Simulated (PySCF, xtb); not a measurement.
NbBr5, SMILES [Br][Nb]([Br])([Br])([Br])[Br], multiplicity 1.

GFN2-xTB in xtb at its own geometry gives an orbital gap of 1.78 eV and a dipole moment of 0.00 D.

The structure is a stationary point at PBE0-D3(BJ)/def2-SVP. The multiplicity is an assumed one; other spin states were not compared. The def2 effective core potentials stand for the cores of Nb; spin–orbit coupling is left out.

Task: What does CAM-B3LYP/def2-TZVP (PySCF) give? (Estimate from the structure and the level; the computed values follow.)

Result: gap 6.09 eV (levels -9.53 and -3.44 eV), dipole 0.00 D.
